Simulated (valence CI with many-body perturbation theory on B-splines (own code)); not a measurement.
E1 transitions of Yb62+

Calculated by relativistic CI+MBPT: six valence electrons over a frozen Dirac-Fock core [He], a basis of 9 s, 9 p, 8 d, 6 f, 3 g, 1 h functions for each j, with the one-electron correlation potential Σ1, the two-electron term Σ2, the three-electron term Σ3, Breit, model QED; selected CI, second order for the rest, scaled by the run's own slope (own B-spline code, finite nucleus).

No measured spectrum was set against this ion. As an estimate, large intervals hold to a few tenths of a per cent, small ones and those within an open d or f shell to about a per cent. Among the levels kept, up to 2100 cm⁻¹ of a level comes from second order outside the variational space, and about a tenth of that is noise between levels of different J, which matters for small intervals.

Lines 51 to 100 of 192 in falling wavelength, among levels below 9306.4 eV, chosen from the strongest by gf and those to the six lowest levels. Wavelengths and rates use the calculated energies. Electric multipoles are in the length gauge with retardation, E1 and E2 with the static RPA response of the core. Weak lines are less certain than strong ones. Lines between different terms over intervals too small for the method are left out, as are lines whose strength nearly cancels. Where a level lies close to another of its J and parity, the split of strength between their lines is uncertain. The highest levels of a list are the least certain.

Levels are named by their leading jj configuration (3d3/2^4 stands for four electrons in 3d with j = 3/2), which in mixed levels can hold well under half, so a name can repeat and another be missing. Letters in brackets count levels of one name in rising energy.

```csv
λ vac (Å),Upper,Lower,A (s⁻¹),S (a.u.) with core polarisation,S without
28.91,(2s 2p1/2^2 2p3/2^2 3s) J=2 [b],(2s^2 2p1/2 2p3/2^2 3s) J=1 [a],1.67e+11,9.96e-03,9.96e-03
28.77,(2s^2 2p1/2 2p3/2^2 3p3/2) J=2 [c],(2s^2 2p1/2 2p3/2^2 3s) J=1 [b],7.30e+11,4.29e-02,4.29e-02
28.77,(2s^2 2p1/2 2p3/2^2 3p3/2) J=1 [a],(2s^2 2p1/2 2p3/2^2 3s) J=1 [a],3.65e+11,1.29e-02,1.29e-02
28.69,(2s^2 2p1/2^2 2p3/2 3d3/2) J=1,(2s^2 2p1/2^2 2p3/2 3p1/2) J=2,1.21e+11,4.24e-03,4.24e-03
28.66,(2s^2 2p1/2 2p3/2^2 3p3/2) J=1 [c],(2s^2 2p1/2 2p3/2^2 3s) J=1 [b],3.57e+11,1.24e-02,1.24e-02
28.62,(2s 2p1/2^2 2p3/2^3) J=1,(2s^2 2p1/2 2p3/2^3) J=2,1.02e+11,3.52e-03,3.53e-03
28.58,(2s^2 2p1/2^2 2p3/2 3d3/2) J=1,(2s^2 2p1/2^2 2p3/2 3p1/2) J=1,5.51e+11,1.91e-02,1.91e-02
28.44,(2s^2 2p1/2 2p3/2^2 3p3/2) J=1 [c],(2s^2 2p1/2 2p3/2^2 3s) J=0,6.40e+11,2.18e-02,2.18e-02
28.38,(2s^2 2p1/2^2 2p3/2 3d3/2) J=0,(2s^2 2p1/2^2 2p3/2 3p1/2) J=1,6.88e+11,7.76e-03,7.76e-03
28.19,(2s^2 2p1/2^2 2p3/2 3p3/2) J=2,(2s^2 2p1/2^2 2p3/2 3s) J=1,5.50e+11,3.04e-02,3.04e-02
28.16,(2s 2p1/2^2 2p3/2^2 3s) J=2 [b],(2s^2 2p1/2 2p3/2^2 3s) J=2 [a],2.50e+11,1.38e-02,1.38e-02
28.14,(2p1/2^2 2p3/2^4) J=0,(2s 2p1/2 2p3/2^4) J=1,3.72e+11,4.09e-03,4.10e-03
28.03,(2s^2 2p1/2 2p3/2^2 3p3/2) J=1 [a],(2s^2 2p1/2 2p3/2^2 3s) J=2 [a],6.90e+10,2.25e-03,2.25e-03
27.84,(2s^2 2p1/2 2p3/2^2 3p3/2) J=3 [b],(2s^2 2p1/2 2p3/2^2 3s) J=2 [a],2.56e+10,1.91e-03,1.91e-03
27.65,(2s^2 2p1/2^2 2p3/2 3p3/2) J=2,(2s^2 2p1/2^2 2p3/2 3s) J=2,5.35e+11,2.79e-02,2.79e-02
27.63,(2s^2 2p1/2 2p3/2^2 3p3/2) J=1 [b],(2s^2 2p1/2 2p3/2^2 3s) J=2 [b],5.40e+11,1.68e-02,1.69e-02
27.44,(2s 2p1/2^2 2p3/2^3) J=1,(2s^2 2p1/2 2p3/2^3) J=1,2.95e+10,9.03e-04,9.05e-04
27.19,(2s^2 2p1/2 2p3/2^2 3p3/2) J=2 [b],(2s^2 2p1/2 2p3/2^2 3s) J=2 [b],6.81e+11,3.38e-02,3.38e-02
26.71,(2s^2 2p1/2 2p3/2^2 3p3/2) J=2 [b],(2s^2 2p1/2 2p3/2^2 3s) J=3,2.37e+11,1.11e-02,1.11e-02
26.71,(2s^2 2p1/2^2 2p3/2 3p3/2) J=0,(2s^2 2p1/2^2 2p3/2 3s) J=1,1.28e+12,1.20e-02,1.20e-02
26.39,(2s^2 2p1/2 2p3/2^2 3p3/2) J=1 [b],(2s^2 2p1/2 2p3/2^2 3s) J=1 [a],5.22e+11,1.42e-02,1.42e-02
26.12,(2s^2 2p1/2 2p3/2^2 3p3/2) J=2 [c],(2s^2 2p1/2 2p3/2^2 3s) J=2 [b],2.76e+11,1.21e-02,1.21e-02
25.77,(2s^2 2p1/2 2p3/2^2 3p3/2) J=1 [b],(2s^2 2p1/2 2p3/2^2 3s) J=2 [a],1.40e+11,3.54e-03,3.54e-03
25.68,(2s^2 2p1/2 2p3/2^2 3p3/2) J=2 [c],(2s^2 2p1/2 2p3/2^2 3s) J=3,6.86e+10,2.87e-03,2.87e-03
24.93,(2s^2 2p1/2 2p3/2^2 3p3/2) J=1 [c],(2s^2 2p1/2 2p3/2^2 3s) J=1 [a],8.46e+10,1.94e-03,1.94e-03
18.45,(2s^2 2p3/2^4) J=0,(2s 2p1/2^2 2p3/2^3) J=1,1.84e+10,5.69e-05,5.70e-05
8.957,(2s 2p1/2^2 2p3/2^2 3s) J=3,(2s^2 2p1/2^2 2p3/2 3s) J=2,1.75e+12,4.34e-03,4.34e-03
8.901,(2s 2p1/2^2 2p3/2^2 3p1/2) J=3,(2s^2 2p1/2^2 2p3/2 3p1/2) J=2,1.70e+12,4.13e-03,4.14e-03
8.900,(2s 2p1/2^2 2p3/2^2 3p1/2) J=2,(2s^2 2p1/2^2 2p3/2 3p1/2) J=1,1.57e+12,2.73e-03,2.74e-03
8.829,(2s 2p1/2^2 2p3/2^2 3s) J=2 [a],(2s^2 2p1/2^2 2p3/2 3s) J=1,9.25e+11,1.57e-03,1.57e-03
8.776,(2s 2p1/2^2 2p3/2^2 3s) J=2 [a],(2s^2 2p1/2^2 2p3/2 3s) J=2,1.14e+12,1.90e-03,1.90e-03
8.507,(2s 2p1/2^2 2p3/2^3) J=2,(2s^2 2p1/2^2 2p3/2^2) J=2,6.00e+12,9.11e-03,9.13e-03
8.444,(2s 2p1/2 2p3/2^4) J=0,(2s^2 2p1/2 2p3/2^3) J=1,1.20e+13,3.56e-03,3.56e-03
8.394,(2s^2 2p1/2 2p3/2^2 3p3/2) J=2 [a],(2s^2 2p1/2^2 2p3/2 3s) J=1,6.08e+11,8.88e-04,8.89e-04
8.386,(2s 2p1/2^2 2p3/2^2 3s) J=1 [b],(2s^2 2p1/2^2 2p3/2 3s) J=1,8.24e+12,7.20e-03,7.21e-03
8.383,(2s 2p1/2^2 2p3/2^3) J=1,(2s^2 2p1/2^2 2p3/2^2) J=0,3.80e+12,3.31e-03,3.32e-03
8.348,(2s 2p1/2^2 2p3/2^2 3s) J=1 [a],(2s^2 2p1/2^2 2p3/2 3s) J=2,6.22e+12,5.36e-03,5.36e-03
8.346,(2s^2 2p1/2 2p3/2^2 3p3/2) J=2 [a],(2s^2 2p1/2^2 2p3/2 3s) J=2,2.25e+12,3.23e-03,3.24e-03
8.340,(2s 2p1/2 2p3/2^4) J=1,(2s^2 2p1/2 2p3/2^3) J=2,1.11e+13,9.56e-03,9.57e-03
8.298,(2p1/2^2 2p3/2^4) J=0,(2s 2p1/2^2 2p3/2^3) J=1,2.42e+13,6.82e-03,6.83e-03
8.276,(2s 2p1/2^2 2p3/2^2 3s) J=2 [b],(2s^2 2p1/2^2 2p3/2 3s) J=1,9.84e+11,1.38e-03,1.38e-03
8.264,(2s^2 2p1/2 2p3/2^2 3p3/2) J=1 [a],(2s^2 2p1/2^2 2p3/2 3s) J=1,1.82e+12,1.52e-03,1.53e-03
8.236,(2s 2p1/2 2p3/2^4) J=1,(2s^2 2p1/2 2p3/2^3) J=1,1.99e+12,1.65e-03,1.65e-03
8.229,(2s 2p1/2^2 2p3/2^2 3s) J=2 [b],(2s^2 2p1/2^2 2p3/2 3s) J=2,7.39e+12,1.02e-02,1.02e-02
8.193,(2s 2p1/2^2 2p3/2^2 3s) J=0,(2s^2 2p1/2^2 2p3/2 3s) J=1,6.08e+12,1.65e-03,1.65e-03
8.077,(2s 2p1/2^2 2p3/2^3) J=1,(2s^2 2p1/2^2 2p3/2^2) J=2,1.12e+13,8.76e-03,8.77e-03
8.056,(2s^2 2p1/2 2p3/2^2 3p3/2) J=1 [b],(2s^2 2p1/2^2 2p3/2 3s) J=1,9.75e+11,7.55e-04,7.56e-04
4.896,(2s 2p1/2 2p3/2^4) J=1,(2s^2 2p1/2^2 2p3/2^2) J=0,8.22e+08,1.43e-07,1.43e-07
4.790,(2s 2p1/2 2p3/2^4) J=1,(2s^2 2p1/2^2 2p3/2^2) J=2,7.31e+10,1.19e-05,1.19e-05
1.972,(2s^2 2p1/2^2 2p3/2 3p1/2) J=1,(2s 2p1/2^2 2p3/2^3) J=1,5.20e+09,5.91e-08,5.88e-08
```
